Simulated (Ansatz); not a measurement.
Consider the substitution at a C–C bond: `C[SiH2]CCCl` + `SS` → `C[SiH2]CSS` + `CCl`.

Program: Ansatz. Geometries: PBE0-D4/def2-TZVP. ΔE: electronic, gas phase. CBS: MP2 limit from def2 TZ/QZ plus the TZ coupled-cluster correction, frozen cores. This one scheme is used for every species. Functionals use def2-TZVPP. B3LYP here is the variant with VWN-RPA as its local correlation; programs differ in this. One conformer a species, not always the lowest.

```csv
level,ΔE (kJ/mol),difference from CCSD(T)/CBS
PBE-D4,-3.8,-4.1
r2SCAN-D4,-1.2,-1.5
PBE0-D4,-1.3,-1.6
B3LYP-D4,-2.7,-3.0
ωB97X-V,1.5,1.2
ωB97M-V,1.1,0.8
B2PLYP,1.5,1.2
PBE,-0.1,-0.4
r2SCAN,-0.3,-0.6
PBE0,2.1,1.8
B3LYP,3.6,3.3
HF/def2-TZVPP,8.9,8.6
MP2/def2-TZVPP,-0.7,-1.0
SCS-MP2/def2-TZVPP,1.4,1.1
CCSD/def2-TZVPP,5.6,5.3
CCSD(T)/def2-TZVPP,3.1,2.8
HF/def2-QZVPP,9.2,8.9
MP2/def2-QZVPP,-2.2,-2.5
SCS-MP2/def2-QZVPP,0.1,-0.2
HF/CBS(def2),9.2,8.9
MP2/CBS(def2),-3.5,-3.8
CCSD/CBS(def2),2.9,2.6
CCSD(T)/CBS,0.3,0
```

Largest T1 diagnostic among the species: 0.011.

In def2-TZVPP, CCSD(T) changes the Hartree–Fock value by −5.8 kJ/mol (the triples alone add −2.6 kJ/mol) and MP2 by −9.6 kJ/mol. The D4 term adds −6.2 kJ/mol with B3LYP and −3.4 kJ/mol with PBE0; it sums over pairs of atoms, weighted by their polarisabilities, and B3LYP, whose exchange is more repulsive, gets the larger term.
